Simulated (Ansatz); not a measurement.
Geometry optimisation, RHF/def2-SVP in Ansatz 0.2.0.

The input (input.yaml):

```yaml
crystal:
  periodic: [false, false, false]
  atoms:
    - { symbol: "N", position_ang: [-0.8673, 0.8783, -1.1092] }
    - { symbol: C, position_ang: [0.2499, 0.7239, -0.6056] }
    - { symbol: Si, position_ang: [0.4547, -0.6125, 0.6853] }
    - { symbol: O, position_ang: [-0.874, -1.3899, 1.0098] }
    - { symbol: H, position_ang: [-0.8688, 1.6779, -1.8286] }
    - { symbol: H, position_ang: [1.1337, 1.3355, -0.9007] }
    - { symbol: H, position_ang: [1.0175, -0.0269, 1.9707] }
    - { symbol: H, position_ang: [1.5224, -1.5992, 0.2395] }
    - { symbol: H, position_ang: [-1.6797, -1.0334, 0.5216] }
basis:
  gaussian: { orbitals: def2-SVP }
hamiltonian:
  xc: hf
relax:
  f_tol: 0.015
  max_steps: 40
```

Launched with:

```bash
$ ansatz run input.yaml --threads 1 --pin off --max-ram 2048MiB --backend cpu --events-out ev --progress --plain --runs-dir out
```

Q: Where does it end, and by what steps?

A: The forces met the threshold. After 7 steps the energy has fallen by 0.427 eV; H9 moved furthest, 0.17 Å.

```tsv
step	energy less start (eV)	largest force component (eV/Å)	accepted
0	0.0000	5.119	yes
1	-0.3626	1.614	yes
2	-0.3653	0.772	yes
3	-0.4218	0.339	yes
4	-0.4231	0.387	yes
5	-0.4264	0.044	yes
6	-0.4267	0.017	yes
7	-0.4268	0.011	yes
```

```xyz
9
Properties=species:S:1:pos:R:3
N -0.875 0.842 -1.046
C 0.292 0.717 -0.590
Si 0.530 -0.633 0.731
O -0.951 -1.312 0.935
H -0.951 1.570 -1.743
H 1.115 1.353 -0.939
H 1.034 -0.027 1.982
H 1.526 -1.621 0.261
H -1.632 -0.936 0.391
```

Run time: 9.5 s on 1 thread of Intel(R) Xeon(R) 6975P-C (Granite Rapids), on a shared host, peak memory 0.17 GiB.
